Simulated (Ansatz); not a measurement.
CH$_{7}$OSbSi (`[OH][SbH][CH2][SiH3]`). Total charge 0; spin multiplicity 1. Sb takes the def2 core potential.

```xyz
11

O    -1.987   -0.138   -0.688
Sb   -0.479   -0.983   -1.650
C     0.975   -0.573   -0.115
Si    0.396    0.670    1.164
H    -2.707   -0.761   -0.565
H    -0.106    0.462   -2.494
H     1.239   -1.516    0.371
H     1.873   -0.194   -0.612
H    -0.079    1.919    0.519
H    -0.672    0.100    2.022
H     1.547    1.014    2.048
```

Question: List the harmonic frequencies (cm⁻¹, unscaled) at PBE0-D4/def2-TZVP in Ansatz. (An estimate is asked.)

Answer: The calculation gave: 50, 119, 168, 192, 231, 459, 484, 592, 599, 666, 677, 732, 788, 916, 925, 941, 960, 998, 1047, 1396, 1943, 2196, 2239, 2245, 3069, 3130, 3895.

Question: Is this a minimum?

Answer: Yes, all 27 modes are real.

Question: Give the ideal-gas thermochemistry at 298.15 K and 1 bar (rigid rotor, harmonic oscillator; point group C1, symmetry number 1).

Answer: Zero-point energy 189.4 kJ/mol; H(298) − E = 211.7 kJ/mol; entropy 367.9 J/(mol·K), of which translation 174.0, rotation 115.8, vibration 78.2; G(298) − E = 102.0 kJ/mol. Modes under 100 cm⁻¹ are hindered rotations or soft bends, so the harmonic entropy is rough.

Question: Rotational constants (cm⁻¹)?

Answer: 0.1973, 0.05278, 0.04356.
